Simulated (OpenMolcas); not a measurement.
5d along the 69-electron sequence

| Property | Result |
| --- | --- |
| Program | OpenMolcas |
| Method | CASSCF |
| Basis | ANO-RCC-VQZP |
| Scalar Hamiltonian | DKH2, point nucleus |
| Spin-orbit coupling | state interaction with AMFI integrals over the reference wave functions, term energies averaged over their components |

Active space for each ion: 1 electron in 5 orbitals (5d).

Computed levels in cm-1 above 2D 3/2:

```csv
Level,Hf3+,W5+,Re6+,Os7+
2D 5/2,4990,8627,10783,13070
weight of 2D in the lowest level (%),100,100,100,100
```

Measured, with the error of the calculation in %. Measured levels: W5+ from the list in J. Phys. B 45, 035002 (2012).

| Level | W5+ |
| --- | --- |
| 2D 5/2 | 8709 (-1.0) |

The fine-structure level 2D 5/2 changes by a factor of 2.62 from Hf3+ to Os7+. Its fourth root runs 8.40, 9.64, 10.19, 10.69, with steps per unit of Z of 0.62, 0.55, 0.50; equal steps would mean a (Z - σ)^4 law with constant σ.

With one active electron the reference holds no correlation, so core polarisation is missing. Computed and measured levels are paired by configuration, term and J; levels that our copy of the source lacks, or whose pairing is in doubt (as where it misses far off the trend of its configuration), stay unpaired and out of the deviations. Only configurations of the active space appear.
